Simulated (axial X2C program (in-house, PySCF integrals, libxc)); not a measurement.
**Bond lengths and stretching modes, held linear, of ClZrCl⁻**

Calculated with an in-house all-electron X2C program for linear molecules (integrals from PySCF): two-component X2C with atomic mean-field Coulomb and Gaunt terms, Gaussian nuclei, basis Cl dyall-av3z, Zr dyall-v3z with contracted cores. Spin-free rows use the one-electron spin-free X2C Hamiltonian.

Masses Cl 34.969, Zr 89.905, Cl 34.969 u. States: 2c Ω = 3/2 (beyond evenly filled blocks: ω = 1/2, ω = -3/2, ω = 5/2); spin-free M_S = 3/2, Λ = 0 (beyond evenly filled blocks: σα, δ+α, δ-α).

PBE0, spin-free: energies above the lowest point

| r(Cl–Zr) (Å) | r(Zr–Cl) (Å) | E (meV) |
| --- | --- | --- |
| 2.3995 | 2.3995 | 47.32 |
| 2.3995 | 2.4610 | 21.33 |
| 2.3995 | 2.5225 | 28.95 |
| 2.4610 | 2.3995 | 21.33 |
| 2.4610 | 2.4610 | 0.00 |
| 2.4610 | 2.5225 | 11.89 |
| 2.4610 | 2.5840 | 49.02 |
| 2.5225 | 2.3995 | 28.95 |
| 2.5225 | 2.4610 | 11.89 |
| 2.5225 | 2.5225 | 27.70 |
| 2.5840 | 2.4610 | 49.02 |
| 2.5840 | 2.5840 | 112.48 |

Question: Fit a quadratic surface with cubic terms in each bond: where is the minimum, and what are the two stretching wavenumbers?

Answer: At PBE0, spin-free: bonds 2.467 and 2.467 Å; harmonic stretches 272.7 and 321.7 cm⁻¹; force constants 1.37, 1.37 and coupling 0.17 mdyn/Å.

The other levels and Hamiltonians give:

```csv
Hamiltonian,level,r(Cl–Zr) (Å),r(Zr–Cl) (Å),lower stretch (cm⁻¹),upper stretch (cm⁻¹)
2c,PBE0,2.467,2.467,272.6,321.6
2c,HF,2.544,2.544,255.6,299.6
2c,B3LYP,2.491,2.491,266.6,312.6
2c,MP2,2.455,2.455,280.0,336.1
spin-free,HF,2.544,2.544,255.8,299.9
spin-free,B3LYP,2.491,2.491,266.8,312.8
spin-free,MP2,2.455,2.455,280.1,336.2
```

Each state is one determinant, the lowest of a limited PBE0 search; the stretches come from a fit to these few points and carry an uncertainty of a few per cent. Other orders of the atoms were not compared. MP2 freezes inner shells (threshold -2 hartree). For an anion the highest level of a functional can be positive, and the basis then holds the extra electron. The molecule was held linear; bending was not examined, so a bent shape may lie lower. Note: several unpaired electrons, one determinant need not be a pure state.
